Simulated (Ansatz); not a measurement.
Cost and result for the atomization energy of CH$_{7}$AlOSi$_{2}$ (`[SiH3][SiH]1O[CH2][AlH]1`) (12 atoms, 12 bonds).

Z-matrix (Å, degrees):
```
Si
Si 1 2.345
H 1 1.489 2 112.8
H 1 1.490 2 108.7 3 120.3
H 1 1.489 2 110.3 3 -121.2
O 2 1.682 1 111.7 3 61.9
Al 2 2.423 1 123.2 3 150.6
H 2 1.497 1 107.2 3 -59.8
C 6 1.446 2 113.0 1 120.8
H 7 1.591 2 152.2 1 70.6
H 9 1.096 6 109.3 2 -121.8
H 9 1.097 6 109.1 2 122.0
```

The species carries charge 0 and has multiplicity 1. The geometry is a stationary point of PBE0-D4/def2-TZVP. Program: Ansatz. All runs use 4 threads of an Arm Neoverse N1 on a shared host. Times are those of one run each, without the atoms' runs, and a repeat can differ threefold. Electronic energies, without spin–orbit coupling; frozen cores. CCSD(T)/CBS adds CCSD(T) − MP2 in def2-TZVPP to the MP2 limit, and its time is that of the two runs behind it. T1 = 0.014. B3LYP takes the VWN-RPA correlation (the form of Gaussian; ORCA's B3LYP/G).

CCSD(T)/CBS is a level of theory with its own doubt, some kJ/mol a heavy atom from the limit and from the frozen cores, so smaller differences don't rank the functionals.

```csv
level,functions,wall time,atomization (kJ/mol),difference from CCSD(T)/CBS,per bond
PBE-D4/def2-TZVPP (with forces),286,5.5 s,3849.3,17.8,1.5
PBE0-D4/def2-TZVPP,286,7.5 s,3802.5,-29.0,-2.4
r2SCAN-D4/def2-TZVPP (with forces),286,11 s,3839.4,7.9,0.7
B3LYP-D4/def2-TZVPP (with forces),286,11 s,3813.8,-17.7,-1.5
B2PLYP/def2-TZVPP,286,12 s,3764.1,-67.4,-5.6
ωB97X-V/def2-TZVPP,286,18 s,3859.9,28.4,2.4
ωB97M-V/def2-TZVPP (with forces),286,26 s,3829.7,-1.8,-0.1
MP2/def2-QZVPP,534,46 s,3812.3,-19.2,-1.6
CCSD(T)/def2-TZVPP,286,5.1 min,3721.8,-109.7,-9.1
CCSD(T)/CBS(def2),–,5.8 min,3831.5,0.0,0.0
```

The D4 term adds +46.2 kJ/mol with B3LYP and +24.4 kJ/mol with PBE0; it sums over pairs of atoms, weighted by their polarisabilities, and B3LYP, whose exchange is more repulsive, gets the larger term. From PBE to PBE0 (25 % exact exchange), in def2-TZVPP and without D4, the atomization energy moves by −42.7 kJ/mol: exact exchange takes away binding that semilocal exchange gives to molecules. In def2-TZVPP, CCSD(T) changes the Hartree–Fock value by +939.7 kJ/mol (the triples alone add +54.0 kJ/mol) and MP2 by +964.7 kJ/mol; breaking electron pairs costs correlation energy, which Hartree–Fock lacks.
